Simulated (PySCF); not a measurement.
PySCF input for B(H)2(iPr) (C3H9B), SMILES BC(C)C, ωB97X-D3(BJ)/def2-SVP. Geometry optimised at ωB97X-D3(BJ)/def2-SVP. The structure was generated by enumeration, and PubChem lists no compound with its InChIKey, so it may never have been made.

```python
import numpy as np
from pyscf import gto, scf, dft, df
from pyscf.hessian import thermo

mol = gto.M(
    atom='''
    B    -0.10512708    1.61833461   -0.00000001
    H    -0.20255340    2.22937407   -1.04301103
    H    -0.20255339    2.22937408    1.04301101
    C     0.26672612    0.10111460    0.00000000
    C    -0.08074250   -0.67749832   -1.27499956
    C    -0.08074250   -0.67749831    1.27499957
    H     1.37669104    0.26513290   -0.00000000
    H     0.39889853   -1.67063519   -1.28797791
    H    -1.16938784   -0.84057020   -1.34601146
    H     0.23179154   -0.13492559   -2.18074098
    H     0.23179154   -0.13492556    2.18074097
    H     0.39889852   -1.67063518    1.28797794
    H    -1.16938784   -0.84057019    1.34601147
    ''',
    basis='def2-SVP',
    charge=0,
    spin=0,
    max_memory=1600,
    verbose=3,
)
mf = dft.RKS(mol, xc='wb97x-d3bj').density_fit(auxbasis='def2-universal-jkfit')
mf.grids.level = 3
mf.conv_tol = 1e-11
mf.max_cycle = 100
mf.kernel()

# [left out here: the lines that compute and print the analytic Hessian (its translational invariance restored by hand, since the grid's response is missing), thermochemistry and intensities]
```

Program output:

```
converged SCF energy = -144.556110833176

WARN: DFTD3 does not support analytical Hessian, using finite difference


WARN: Mole.unit (angstrom) is changed to Bohr

Mode                                 0                   1                   2
Irrep
Freq [cm^-1]                      212.9674            216.0722            232.0289
Reduced mass [au]                   1.2193              1.0423              1.0624
Force const [Dyne/A]                0.0326              0.0287              0.0337
Char temp [K]                     306.4127            310.8798            333.8379
Normal mode                   x     y     z       x     y     z       x     y     z
       0   B                -0.07 -0.04  0.00    0.00  0.00  0.01    0.00  0.00  0.04
       1   H                -0.19 -0.06  0.00   -0.02  0.02  0.03   -0.67 -0.05  0.07
       2   H                -0.19 -0.06 -0.00    0.02 -0.02  0.03    0.67  0.05  0.07
       3   C                 0.09 -0.02 -0.00   -0.00  0.00 -0.01   -0.00  0.00 -0.02
       4   C                 0.01  0.03 -0.01    0.03 -0.02 -0.00    0.03 -0.02 -0.01
       5   C                 0.01  0.03  0.01   -0.03  0.02 -0.00   -0.03  0.02 -0.01
       6   H                 0.09 -0.11  0.00   -0.00  0.00  0.00   -0.00  0.00  0.03
       7   H                -0.29 -0.12  0.10    0.36  0.14 -0.16    0.02 -0.03  0.02
       8   H                -0.03  0.35 -0.15    0.07 -0.38  0.19    0.03 -0.01 -0.05
       9   H                 0.29 -0.11  0.01   -0.32  0.15 -0.02    0.07 -0.05 -0.01
      10   H                 0.29 -0.11 -0.01    0.32 -0.15 -0.02   -0.07  0.05 -0.01
      11   H                -0.29 -0.12 -0.10   -0.35 -0.14 -0.16   -0.02  0.03  0.02
      12   H                -0.03  0.35  0.15   -0.07  0.38  0.19   -0.03  0.01 -0.05
Mode                                 3                   4                   5
Irrep
Freq [cm^-1]                      315.1904            343.4559            366.4113
[...]
       1   H                -0.01  0.02  0.01   -0.02  0.02  0.01    0.00 -0.01  0.00
       2   H                 0.01 -0.02  0.01   -0.02  0.02 -0.01   -0.00  0.01  0.00
       3   C                -0.00  0.00  0.05   -0.00 -0.03  0.00   -0.00 -0.00 -0.00
       4   C                -0.02 -0.04 -0.09    0.02  0.05  0.08   -0.03  0.02  0.00
       5   C                 0.02  0.04 -0.09    0.02  0.05 -0.08    0.03 -0.02  0.00
       6   H                 0.00 -0.00 -0.08   -0.02  0.03 -0.00   -0.00 -0.00 -0.03
       7   H                 0.10  0.02  0.31   -0.16 -0.04 -0.29    0.05  0.05 -0.33
       8   H                -0.06  0.11  0.33    0.07 -0.17 -0.30   -0.02 -0.14  0.32
       9   H                 0.15  0.27  0.17   -0.15 -0.29 -0.19    0.44 -0.22  0.02
      10   H                -0.15 -0.27  0.17   -0.15 -0.29  0.19   -0.44  0.22  0.02
      11   H                -0.10 -0.02  0.31   -0.16 -0.04  0.29   -0.05 -0.05 -0.33
      12   H                 0.06 -0.11  0.33    0.07 -0.17  0.30    0.02  0.14  0.32
Mode                                21                  22                  23
Irrep
Freq [cm^-1]                     1483.3658           1487.9684           1495.2188
Reduced mass [au]                   1.0519              1.0494              1.0640
Force const [Dyne/A]                1.3637              1.3689              1.4016
Char temp [K]                    2134.2332           2140.8552           2151.2870
Normal mode                   x     y     z       x     y     z       x     y     z
       0   B                -0.00  0.00  0.00   -0.00  0.01 -0.00    0.00 -0.02  0.00
       1   H                 0.00 -0.01 -0.00    0.00 -0.01 -0.02    0.00  0.01  0.02
       2   H                -0.00  0.01 -0.00    0.00 -0.01  0.02    0.00  0.01 -0.02
       3   C                 0.00 -0.00 -0.03    0.03 -0.03  0.00    0.00  0.05 -0.00
       4   C                 0.02  0.03 -0.01    0.03 -0.01 -0.01    0.01  0.02 -0.02
       5   C                -0.02 -0.03 -0.01    0.03 -0.01  0.01    0.01  0.02  0.02
       6   H                 0.00  0.00  0.06    0.02  0.08 -0.00    0.02 -0.03  0.00
       7   H                -0.42 -0.19  0.08   -0.16 -0.10  0.36   -0.37 -0.17 -0.03
       8   H                 0.08 -0.44  0.03    0.04 -0.02 -0.29    0.06 -0.43  0.14
       9   H                 0.05  0.20  0.12   -0.38  0.27  0.02    0.20  0.16  0.14
      10   H                -0.05 -0.20  0.12   -0.38  0.27 -0.02    0.20  0.16 -0.14
      11   H                 0.42  0.19  0.08   -0.16 -0.10 -0.36   -0.37 -0.17  0.03
      12   H                -0.08  0.44  0.03    0.04 -0.02  0.29    0.06 -0.43 -0.14
Mode                                24                  25                  26
Irrep
Freq [cm^-1]                     2563.9440           2651.6220           2918.5594
Reduced mass [au]                   1.0578              1.1308              1.0778
Force const [Dyne/A]                4.0972              4.6844              5.4092
Char temp [K]                    3688.9446           3815.0937           4199.1572
Normal mode                   x     y     z       x     y     z       x     y     z
       0   B                 0.01 -0.07 -0.00   -0.00  0.00 -0.11   -0.01  0.00  0.00
       1   H                -0.05  0.34 -0.59    0.05 -0.34  0.57    0.00  0.00  0.00
       2   H                -0.05  0.34  0.59   -0.05  0.34  0.57    0.00  0.00 -0.00
       3   C                -0.00  0.01  0.00   -0.00 -0.00 -0.00   -0.08 -0.01  0.00
       4   C                 0.00 -0.00  0.00    0.00 -0.00  0.00    0.00  0.00 -0.00
       5   C                 0.00 -0.00 -0.00   -0.00  0.00  0.00    0.00  0.00  0.00
       6   H                 0.00 -0.00 -0.00    0.00 -0.00  0.00    0.95  0.09  0.00
       7   H                -0.00  0.00 -0.00   -0.00  0.00  0.00   -0.01  0.02 -0.00
       8   H                 0.00 -0.00 -0.00   -0.00  0.00  0.00   -0.01 -0.00 -0.00
       9   H                -0.00 -0.00  0.00    0.00  0.00 -0.00   -0.00 -0.01  0.01
      10   H                -0.00 -0.00 -0.00   -0.00 -0.00 -0.00   -0.00 -0.01 -0.01
      11   H                -0.00  0.00  0.00    0.00 -0.00  0.00   -0.01  0.02  0.00
      12   H                 0.00 -0.00  0.00    0.00 -0.00  0.00   -0.01 -0.00  0.00
Mode                                27                  28                  29
Irrep
Freq [cm^-1]                     3053.4924           3056.0912           3136.9575
Reduced mass [au]                   1.0377              1.0382              1.1048
Force const [Dyne/A]                5.7004              5.7130              6.4053
Char temp [K]                    4393.2957           4397.0348           4513.3834
Normal mode                   x     y     z       x     y     z       x     y     z
       0   B                -0.00  0.00 -0.00    0.00 -0.00 -0.00    0.00  0.00 -0.00
       1   H                -0.00  0.00  0.00   -0.00  0.00 -0.01    0.00 -0.00  0.00
       2   H                 0.00 -0.00  0.00   -0.00  0.00  0.01   -0.00  0.00  0.00
       3   C                 0.00  0.00  0.00   -0.00 -0.00  0.00    0.00 -0.00 -0.00
       4   C                -0.01 -0.02 -0.03    0.01  0.02  0.03   -0.06  0.03 -0.00
       5   C                 0.01  0.02 -0.03    0.01  0.02 -0.03    0.06 -0.03 -0.00
       6   H                -0.00 -0.00 -0.00    0.02  0.00 -0.00   -0.00 -0.00  0.00
       7   H                -0.20  0.39 -0.00    0.19 -0.39  0.00    0.20 -0.42  0.00
       8   H                 0.41  0.05  0.02   -0.41 -0.06 -0.02    0.47  0.07  0.02
       9   H                -0.10 -0.17  0.28    0.10  0.17 -0.28   -0.02 -0.01  0.02
      10   H                 0.10  0.17  0.28    0.10  0.17  0.28    0.02  0.01  0.02
      11   H                 0.20 -0.39 -0.00    0.20 -0.39 -0.00   -0.20  0.42  0.00
      12   H                -0.41 -0.05  0.02   -0.41 -0.06  0.02   -0.47 -0.07  0.02
Mode                                30                  31                  32
Irrep
Freq [cm^-1]                     3138.2546           3157.1493           3158.1610
Reduced mass [au]                   1.1040              1.1046              1.1040
Force const [Dyne/A]                6.4064              6.4868              6.4879
Char temp [K]                    4515.2497           4542.4350           4543.8905
Normal mode                   x     y     z       x     y     z       x     y     z
       0   B                 0.00  0.00  0.00   -0.00  0.00 -0.00    0.00 -0.00 -0.00
       1   H                -0.00  0.00  0.00    0.00 -0.00  0.00   -0.00  0.00 -0.00
       2   H                -0.00  0.00 -0.00   -0.00  0.00  0.00   -0.00  0.00  0.00
       3   C                 0.00 -0.00 -0.00    0.00  0.00 -0.00   -0.00 -0.00 -0.00
       4   C                 0.06 -0.03  0.00    0.03  0.04 -0.04   -0.03 -0.04  0.04
       5   C                 0.06 -0.03 -0.00   -0.03 -0.04 -0.04   -0.03 -0.04 -0.04
       6   H                -0.03 -0.00 -0.00   -0.00 -0.00 -0.00    0.02  0.00 -0.00
       7   H                -0.20  0.43  0.00    0.10 -0.19 -0.00   -0.10  0.19  0.01
       8   H                -0.47 -0.07 -0.03   -0.24 -0.03 -0.02    0.24  0.03  0.02
       9   H                 0.01  0.01 -0.02   -0.17 -0.29  0.48    0.17  0.29 -0.48
      10   H                 0.01  0.01  0.02    0.17  0.29  0.48    0.17  0.29  0.48
      11   H                -0.20  0.43 -0.00   -0.10  0.19 -0.00   -0.10  0.19 -0.01
      12   H                -0.47 -0.07  0.03    0.24  0.03 -0.02    0.24  0.03 -0.02
temperature 298.1500 [K]
pressure 101325.00 [Pa]
Rotational constants [GHz] 8.03636 7.87967 4.41743
Symmetry number 1
Zero-point energy (ZPE) 0.11375 [Eh]   298661.587 [J/mol]
                           tot       elec      trans        rot        vib
Entropy [J/mol/K]       306.648      0.000    158.930    102.741     44.977
Cv [J/mol/K]             87.974      0.000     12.472     12.472     63.031
Cp [J/mol/K]             96.289      0.000     20.786     12.472     63.031
Internal energy [J/mol]                      3718.434   3718.434 307035.502
Internal energy [Eh]   -144.43633  -144.55611
Enthalpy [J/mol]                             6197.391   3718.434 307035.502
Enthalpy [Eh]          -144.43539
Gibbs free energy [J/mol]                  -41187.534 -26913.822 293625.667
Gibbs free energy [Eh] -144.47021
static polarisability / bohr^3: [[39.304 -0.94   0.   ]
 [-0.945 50.914 -0.   ]
 [-0.     0.    49.145]]
largest difference of analytic and finite-field dipole derivatives / e: 0.0005574853507166466
mode   freq/cm-1   IR/(km/mol)   Raman/(A^4/amu)   depolarisation
   1      212.97         1.368             1.396            0.618
   2      216.07         0.008             0.060            0.750
   3      232.03         0.364             5.336            0.750
   4      315.19         1.436             1.942            0.526
   5      343.46         1.296             0.970            0.750
   6      366.41         0.167             0.148            0.593
   7      739.22         4.487             6.938            0.147
   8      834.33         6.368             2.007            0.750
   9      878.96        11.247             8.603            0.206
  10      923.58         4.576             0.114            0.750
  11      985.72        18.299             6.322            0.750
  12      989.18         0.044             3.905            0.750
  13     1077.36        34.868             3.737            0.693
  14     1165.57         0.594             5.057            0.750
  15     1193.69         4.651             2.075            0.538
  16     1224.80        23.241             4.889            0.737
  17     1290.44         0.284             7.482            0.750
  18     1352.50        20.396             2.059            0.419
  19     1403.64         1.985             1.875            0.750
  20     1418.10         0.362             0.766            0.708
  21     1468.31         0.026            28.188            0.750
  22     1483.37         5.533             0.897            0.750
  23     1487.97        17.394             2.247            0.750
  24     1495.22         6.850            24.280            0.749
  25     2563.94       117.457           133.066            0.085
  26     2651.62       155.757            52.596            0.750
  27     2918.56        36.503            98.210            0.253
  28     3053.49        29.089             0.164            0.745
  29     3056.09        28.652           237.142            0.004
  30     3136.96         0.028             8.846            0.750
  31     3138.25        49.782           127.182            0.747
  32     3157.15        15.595            48.593            0.750
  33     3158.16        29.407            82.615            0.705
max |gradient| / (hartree/bohr): 4.7019706805858015e-05
APT charges: [ 0.5817 -0.1967 -0.1967 -0.1715  0.0792  0.0792 -0.0397 -0.0339 -0.0201
 -0.0138 -0.0138 -0.0339 -0.0201]
```

The calculation finished and met its thresholds.

Cost: very roughly 6 core-minutes.
